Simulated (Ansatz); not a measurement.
Born–Oppenheimer molecular dynamics of CH8AlFN2 (13 atoms, charge 0, multiplicity 1). It starts from a rough guess of a transition structure, not a stationary point.

The calculation used UKS B3LYP-D4/STO-3G (Ansatz).

```json
{
 "ensemble": "NVE (velocity Verlet)",
 "time step": "0.5 fs",
 "steps asked": "150",
 "starting velocities drawn for": "1000 K",
 "seed": "948848"
}
```

First frame:

```xyz
13
Properties=species:S:1:pos:R:3
Al -0.010 -0.368 -0.167
N -0.338 1.844 -0.094
C 0.462 -1.062 1.625
N -0.883 -1.067 -1.543
H 0.798 1.429 -0.661
F 1.633 0.637 -1.031
H -0.908 2.324 -0.775
H -0.146 2.462 0.679
H 0.971 -0.289 2.208
H 1.129 -1.925 1.594
H -0.421 -1.364 2.193
H -1.692 -1.672 -1.524
H -0.595 -0.948 -2.505
```

(1) How far do the bonds stretch over the last three quarters of this one trajectory? (Pairs bonded in most of those frames.)

Answers

(1) 
| bond | mean (Å) | spread (Å) | shortest | longest |
| --- | --- | --- | --- | --- |
| Al1–N2 | 1.869 | 0.073 | 1.76 | 2.02 |
| Al1–C3 | 1.915 | 0.057 | 1.82 | 2.00 |
| Al1–N4 | 1.808 | 0.061 | 1.69 | 1.89 |
| Al1–F6 | 1.900 | 0.208 | 1.49 | 2.11 |
| N2–H7 | 1.051 | 0.047 | 0.98 | 1.12 |
| N2–H8 | 1.048 | 0.015 | 1.01 | 1.08 |
| C3–H9 | 1.106 | 0.031 | 1.05 | 1.15 |
| C3–H10 | 1.105 | 0.039 | 1.04 | 1.17 |
| C3–H11 | 1.105 | 0.027 | 1.06 | 1.15 |
| N4–H12 | 1.059 | 0.024 | 1.02 | 1.12 |
| N4–H13 | 1.069 | 0.054 | 0.98 | 1.15 |

Pairs bonded in part of these frames only: Al1–H5 7 %, N2–H5 45 %, H5–F6 29 %.

Mean temperature of the second half: 1127 K. The conserved energy stayed within 0.49 meV per atom of its start (net change 0.22 meV per atom), so the integration is sound. A run of 0.075 ps of so small a system gives no equilibrium averages. The orbitals were unrestricted but ended closed-shell. Limits of this set-up: minimal basis.

The run took 8.4 min on 1 thread of Arm Neoverse V2 (shared host), peak memory 0.14 GiB.
